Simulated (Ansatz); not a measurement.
```yaml
atoms:
  - { symbol: Ni, position_ang: [0.0000, 0.0000, 0.0000] }
  - { symbol: S, position_ang: [0.0000, 0.0000, 1.9600] }
```

Basis set: pcseg-2 (spherical functions). Charge 0, multiplicity 3.

Computed with Ansatz (development build ahead of 0.2.0); each method stands on the lowest determinant of its kind that the runs found. Restricted functionals stand beside restricted open-shell atoms, which can lie above the unrestricted atoms usual in DFT and then raise those values.

(1) Give the atomization energy at this shape (free ground-state atoms in the same class of orbitals less the molecule, no zero-point energy) of triplet NiS by PBE (restricted open-shell), ROHF.

Answers

(1)

```
                     method  atomization energy
PBE (restricted open-shell)        412.3 kJ/mol
                       ROHF          3.4 kJ/mol
```

Caution: no unrestricted run beside it, a lower state can exist.

The shape needn't be a minimum at these levels.
